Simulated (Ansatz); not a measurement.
Match the barriers

Saddle point of SnH$_{6}$O, singlet (SnH₄ + H₂O → SnH₄O ([OH][SnH3]) + H₂; bonds formed: Sn1–O7, H2–H6; bonds broken: Sn1–H2, H6–O7), PBE0-D4/def2-TZVP structure:

```xyz
8
angstrom
Sn -0.6330 0.1349 -0.5183
H -0.0988 0.7919 1.4060
H -0.2215 -0.8187 -1.8908
H -2.1405 -0.3762 0.0781
H -0.5123 1.7700 -0.9899
H 0.6554 0.0751 1.2277
O 1.0284 -0.8076 0.5240
H 1.9223 -0.7692 0.1633
```

Ansatz 0.2.0; basis: def2-TZVPP, with def2-QZVPP for the basis limit; cores frozen in the correlated methods. Filled d shells of the heavier atoms are correlated. Core potentials replace the inner electrons of the atoms past krypton. The def2 sets are not built for correlating such inner shells, so the correlated values are less sure here. Extrapolation: Hartree–Fock as exp(−7.88 √X), correlation as X^−2.97. Four methods, as single points on the PBE0-D4 structures, gave these electronic barriers from the start structure: 1.399, 1.599, 1.798, 2.288 eV.

(1) The methods were, in alphabetical order, CCSD(T), HF, PBE-D4, PBE0-D4. Which gave which? (Judge from chemistry; the calculation decides.)

T1 diagnostic: at most 0.015.

## Answers

(1) The calculation gives: PBE-D4 1.399; PBE0-D4 1.599; CCSD(T) 1.798; HF 2.288 eV. For comparison, CCSD(T) at an estimated basis limit (MP2 extrapolated from triple and quadruple zeta, plus CCSD(T) − MP2 in triple zeta) gives 1.700 eV.

Labels in which every atom is bracketed show which atoms are joined, not bond orders.

For scale, one of the runs: CCSD(T)/def2-TZVPP, 165 basis functions, launched by `ansatz run in.yaml --threads 2 --pin off --events-out ev --progress --plain --max-ram 4352MiB`. Hardware: 2 CPU threads of an Arm Neoverse N1, shared host. Wall time 74 s; peak host memory 1.5 GiB.
